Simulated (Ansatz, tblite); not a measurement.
Forces on the cluster BeI₂⁺ at its B3LYP-D4/def2-TZVP geometry. Charge 1, multiplicity 2.

In the def2 sets I takes a core potential; there is no spin–orbit coupling. The xTB rows come from tblite. At PBE-D4/def2-TZVP the gap within one spin of the charge 1 doublet nearly closes, so an electron or hole may be smeared out by delocalisation error. The structure comes from a short search, and lower isomers may exist.

GFN1-xTB (tblite), largest force 1.72 eV/Å:

```xyz
3
positions Å, forces eV/Å
Be    0.001    0.000    0.000    0.001    0.000    0.000
I     0.323    1.780   -1.234    0.253    1.397   -0.969
I    -0.324   -1.780    1.234   -0.255   -1.397    0.969
```

GFN2-xTB (tblite), largest force 0.68 eV/Å:

```
Be 0.000 0.000 0.000
I 0.101 0.555 -0.385
I -0.101 -0.556 0.385
```

PBE-D4/def2-TZVP (Ansatz), largest force 0.10 eV/Å:

```
Be 0.000 0.000 0.000
I 0.014 0.078 -0.054
I -0.014 -0.078 0.054
```
